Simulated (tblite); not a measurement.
Species: C5H9BCl2Si.
SMILES with atom numbers: `[CH2:1]=[C:2]1[CH2:3][CH2:4][Si@H:5]([B:6]([Cl:7])[Cl:8])[CH2:9]1` (hydrogens: H10, H11 on C1; H12, H13 on C3; H14, H15 on C4; H16 on Si5; H17, H18 on C9)

Computed with GFN2-xTB (tblite), gas phase: L-BFGS steps from a force-field or distance-geometry start until the largest atomic force falls under 0.01 eV/Å.

Step 87: E = -744.9177 eV
```
atom  x, y, z in Å  |  force x, y, z in eV/Å
C1     -1.4145    1.3776    1.5156    0.001   0.009  -0.016
C2     -1.0305    0.7270    0.4313    0.001   0.006  -0.019
C3     -1.5271   -0.6303    0.0292    0.010  -0.006  -0.024
C4     -0.3015   -1.5184   -0.2198    0.011   0.006  -0.001
Si5     0.9920   -0.3537   -1.0181   -0.040  -0.011  -0.020
B6      2.8138   -0.4725   -0.2368    0.014  -0.026   0.032
Cl7     4.1018    0.5006   -0.8272    0.021   0.013  -0.025
Cl8     3.1867   -1.5306    1.0687   -0.011   0.016  -0.005
C9      0.0178    1.2249   -0.5196    0.006   0.018  -0.009
H10    -2.1665    0.9905    2.1819    0.002  -0.027   0.001
H11    -1.0043    2.3398    1.7718   -0.003   0.017   0.010
H12    -2.0832   -0.5337   -0.9064   -0.028   0.011  -0.009
H13    -2.1963   -1.0549    0.7784    0.026   0.006   0.007
H14    -0.5709   -2.3876   -0.8176    0.022   0.029   0.015
H15     0.0734   -1.8913    0.7353   -0.017  -0.008  -0.020
H16     0.9627   -0.4472   -2.4927    0.005  -0.039   0.026
H17     0.6059    2.0278   -0.0804    0.010  -0.010   0.029
H18    -0.4681    1.6385   -1.4051   -0.028  -0.005   0.027
```

Step 88: E = -744.9182 eV
```
atom  x, y, z in Å  |  force x, y, z in eV/Å
C1     -1.3885    1.3661    1.5296    0.003   0.012  -0.029
C2     -1.0231    0.7221    0.4346    0.001   0.022  -0.007
C3     -1.5295   -0.6304    0.0287    0.004   0.008  -0.029
C4     -0.3094   -1.5214   -0.2398   -0.006  -0.012  -0.004
Si5     0.9901   -0.3546   -1.0245    0.009  -0.007   0.008
B6      2.8034   -0.4619   -0.2166    0.061  -0.027   0.068
Cl7     4.1069    0.4714   -0.8480   -0.038  -0.050   0.024
Cl8     3.1538   -1.4523    1.1550   -0.032   0.091  -0.111
C9      0.0104    1.2225   -0.5309    0.007   0.027  -0.002
H10    -2.1360    0.9796    2.2018    0.021  -0.029  -0.001
H11    -0.9680    2.3238    1.7872   -0.014   0.013   0.009
H12    -2.0951   -0.5215   -0.9003   -0.022  -0.008   0.002
H13    -2.1932   -1.0571    0.7822    0.036   0.005  -0.006
H14    -0.5856   -2.3762   -0.8557    0.019   0.027   0.034
H15     0.0656   -1.9162    0.7071   -0.024   0.003  -0.039
H16     0.9829   -0.4437   -2.4990   -0.001  -0.041   0.023
H17     0.5976    2.0357   -0.1076   -0.011  -0.031   0.024
H18    -0.4910    1.6205   -1.4154   -0.014  -0.003   0.038
```

Q: Estimate the geometry and energy of step 89. (The exact step hangs on the optimiser's Hessian estimate; all steps are aligned on step 88, rigid shifts and turns removed.)

A: E = -744.9188 eV, largest force 0.054 eV/Å
```
atom  x, y, z in Å  |  force x, y, z in eV/Å
C1     -1.3980    1.3705    1.5234   -0.007   0.022  -0.002
C2     -1.0248    0.7235    0.4334    0.000   0.003  -0.018
C3     -1.5285   -0.6304    0.0289   -0.001   0.012  -0.020
C4     -0.3070   -1.5206   -0.2328   -0.007   0.001  -0.009
Si5     0.9898   -0.3559   -1.0233    0.016  -0.002   0.016
B6      2.8074   -0.4662   -0.2251    0.011  -0.014   0.038
Cl7     4.1029    0.4843   -0.8399    0.005  -0.008  -0.013
Cl8     3.1674   -1.4760    1.1236   -0.022   0.033  -0.037
C9      0.0146    1.2225   -0.5259    0.010  -0.002   0.006
H10    -2.1489    0.9842    2.1921    0.019  -0.023   0.000
H11    -0.9807    2.3297    1.7807   -0.013   0.012   0.011
H12    -2.0919   -0.5247   -0.9018   -0.021  -0.007   0.000
H13    -2.1934   -1.0555    0.7820    0.030   0.003  -0.005
H14    -0.5809   -2.3790   -0.8430    0.012   0.005   0.013
H15     0.0670   -1.9091    0.7161   -0.013  -0.003  -0.016
H16     0.9748   -0.4480   -2.4966   -0.002  -0.039   0.005
H17     0.6032    2.0293   -0.0950    0.009  -0.003   0.029
H18    -0.4818    1.6278   -1.4084   -0.025   0.012   0.004
```

The energy changes by -0.0007 eV. The first-order estimate −F·Δx gives -0.0012 eV and the mean of the old and new forces, exact on a quadratic surface, -0.0007 eV. The step makes an angle of 85° with the force vector and moves no atom by more than 0.042 Å.

What follows is the cost of the whole relaxation. On one thread, Arm Neoverse N1 (aarch64), no GPU, on a shared host, this took 3.2 s.
